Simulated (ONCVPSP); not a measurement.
Before and after: ONCV potential for S (Z = 16)

ONCVPSP 4.0.1 input, shortened (lines: element, Z, core and valence counts, functional; n l f; lmax; l rc ep ncon nbas qcut; lloc lpopt rc5 dvloc0; l nproj debl; icmod fcfact rcfact), Wu-Cohen, non-relativistic:

```
  S 16.00    3    2  -118130      upf
    1    0    2.00
    2    0    2.00
    2    1    6.00
    3    0    2.00
    3    1    4.00
    2
    0    1.40    0.00    4    8    5.60
    1    1.45    0.00    5    9    5.30
    2    1.50    0.19    4    7    7.60
    4    5    1.25    0.00
    0    3    0.70
    1    2    3.70
    2    2    2.30
    3    5.50    1.35
```

All-electron outer shells of the reference configuration (Wu-Cohen, non-relativistic, ld1.x):

```json
{"shell": "2s", "level (eV)": "-210.11", "outermost node (bohr)": "0.13", "outermost maximum (bohr)": "0.39"}
{"shell": "2p", "level (eV)": "-156.48", "outermost node (bohr)": "–", "outermost maximum (bohr)": "0.33"}
{"shell": "3s", "level (eV)": "-17.09", "outermost node (bohr)": "0.60", "outermost maximum (bohr)": "1.42"}
{"shell": "3p", "level (eV)": "-6.99", "outermost node (bohr)": "0.58", "outermost maximum (bohr)": "1.61"}
```

Change: s: nproj 1.

Cutoffs: the cutoffs (Ha) at which the residual kinetic energy of the hardest occupied pseudo-wave falls to 1 and 0.1 mHa per electron; they do not see the model core or the augmentation charge, which bear on the density cutoff. Errors are all-electron minus pseudo energies relative to the spin-unpolarised reference configuration.

**Question.** Predict the effect on cutoff, ghosts and configuration errors.

**Answer.** The potential gets neither clearly harder nor softer (13 Ha and 17 Ha → 13 Ha and 17 Ha); the bound ghost in s disappears; of the 4 tests that both files solve, the error grows in 3 and shrinks in 0 by more than 15 % and 0.3 meV (median size 7.0 → 11.5 meV); the range in which the s phases agree narrows (upper end at the end of the scan → 1.6).

| quantity | base | changed |
| --- | --- | --- |
| cutoff, loose | 13 Ha | 13 Ha |
| cutoff, tight | 17 Ha | 17 Ha |
| bound ghosts | s | none |
| GHOST(+) flags under 300 eV | none | none |
| error for 3s2 3p3, meV [ΔE 11.76 eV] | +1.7 | +2.8 |
| error for 3s2 3p2, meV [ΔE 34.04 eV] | +12 | +20 |
| error for 3s2 3p1, meV [ΔE 68.10 eV] | +45 | +74 |
| error for 3s1 3p5, meV [ΔE 10.16 eV] | +0.1 | +0.2 |
| s: phases at 1.42 bohr within 0.05 rad from the reference energy up to (Ha; the scan ends near 5) | to the end of the scan | 1.6 |
| p: phases at 1.47 bohr within 0.05 rad from the reference energy up to (Ha; the scan ends near 5) | to the end of the scan | to the end of the scan |
| d: phases at 1.52 bohr within 0.05 rad from the reference energy up to (Ha; the scan ends near 5) | to the end of the scan | to the end of the scan |
| rms error of d²Exc/dni dnj with the model core, mHa | 0.22 | 0.22 |

Base: The cutoffs count occupied waves only; projector 2 of the p channel, the hardest unoccupied one, needs 97 Ha at the loose tolerance. Changed file: The cutoffs count occupied waves only; projector 2 of the p channel, the hardest unoccupied one, needs 97 Ha at the loose tolerance. A true bound ghost makes a file unfit for plane-wave use even where its test errors are small: the radial tests pick states by their node count and pass the ghost by.
